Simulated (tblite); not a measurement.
Species: C4H12AsB.
Bonds: C1–B2, B2–As3, As3–C4, C4–C5, C5–C6. Hydrogens: H7, H8, H9 on C1; H10 on B2; H11 on As3; H12, H13 on C4; H14, H15 on C5; H16, H17, H18 on C6.

Computed with GFN2-xTB (tblite), gas phase: nudged elastic band of 9 images (0 to 8), spring 0.2 eV/Å², climbing image at the end, force threshold 0.05 eV/Å. The top image wasn't refined or checked by frequencies; at this threshold it can lie a kcal/mol or more above the true saddle point of the method.

The band describes a rotation about C4–C5 (chain CH2 carbon, chain CH2 carbon), followed by the dihedral As3–C4–C5–C6, from the optimised start (-179°) to a second optimised geometry at -62°.

Q: How does the energy change from image to image?

A: 
```csv
image,dihedral (°),E (eV),C4–C5 (Å),As3···C6 (Å),largest true force (eV/Å)
0,-179,0.000,1.524,4.33,0.01
1,-163,0.024,1.527,4.31,0.04
2,-148,0.069,1.531,4.25,0.06
3,-133,0.111,1.536,4.16,0.05
4,-119,0.123,1.537,4.03,0.05
5,-104,0.095,1.535,3.87,0.05
6,-90,0.042,1.530,3.70,0.05
7,-75,-0.005,1.526,3.51,0.05
8,-62,-0.019,1.525,3.38,0.01
```

Barriers of this band. The top is image 4 at -119°: 0.123 eV forward and 0.142 eV back; the end lies 0.019 eV below the start. The central bond is 0.013 Å longer at the top than at the start.

Q: What rate follows at 200 K for crossing this barrier forward?

A: Taking the electronic barrier for the free energy of activation (no zero-point or entropy terms, transmission 1), rate = (kT/h)·exp(−ΔE/kT) ≈ 3 × 10^9 s⁻¹, whose inverse is 3 × 10^-10 s. An error of 1 kcal/mol in the barrier changes this by a factor of 12, and the method and the loose band can each miss by that much or more.

Q: How would the two end points share their population at 200 K, from these energies alone?

A: exp(−ΔE/kT) with ΔE = 0.019 eV gives 0.33 for the higher one (start) against 1 for the lower, without vibrational, rotational or degeneracy terms. GFN2-xTB can put conformers this close in the wrong order.

Q: How long is the path, and how are the images spaced?

A: Cartesian distances between aligned neighbours (all atoms, Å): 0.73, 0.67, 0.66, 0.66, 0.67, 0.67, 0.67, 0.72; the sum is 5.45 Å, and the top lies 50 % of the way along.

What follows is the cost of the whole band run. The run took about 8 s of CPU time (one thread, shared machine).
